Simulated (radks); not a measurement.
Values are calculated unless marked as measured or tabulated.
Effect of the nuclear size on neutral iodine, [Kr] 4d10 5s2 5p5. Code: a radial shooting solver on a logarithmic mesh with Libxc functionals. Model: Dirac Kohn-Sham, PBE, spin-unpolarised, spherical densities, finite nucleus; open shells fill j = l - 1/2 first; Fermi nuclear charge, rms radius 4.75 fm. The rms radius is varied about that value; shifts are against it.

rms radius (fm)  total energy shift (eV)  density at nucleus (e/bohr^3)  1s1/2 shift (meV)  2s1/2 shift (meV)  4s1/2 shift (meV)  4p1/2 shift (meV)  5s1/2 shift (meV)  5p1/2 shift (meV)  5p3/2 shift (meV)
4.0375                             -1.65                      2.561e+05               -689              -80.8              -3.29              0.242             -0.409              0.041              0.044
4.3748                            -0.895                      2.526e+05               -374              -43.9              -1.79              0.131             -0.222              0.022              0.024
4.75                                   0                       2.49e+05              0.000              0.000              0.000              0.000              0.000              0.000              0.000
5.0873                             0.857                      2.461e+05                358               42.0               1.71             -0.126              0.213             -0.021             -0.023
5.7618                              2.71                      2.409e+05               1130                133               5.42             -0.398              0.674             -0.067             -0.073

Slopes of the eigenvalues against <r^2> in GHz/fm^2, as finite differences over the two radii next to the reference (eigenvalue slopes, not the field-shift constants of lines): 1s1/2 26300, 2s1/2 3080, 4s1/2 125, 4p1/2 -9.21, 5s1/2 15.6, 5p1/2 -1.55, 5p3/2 -1.69.
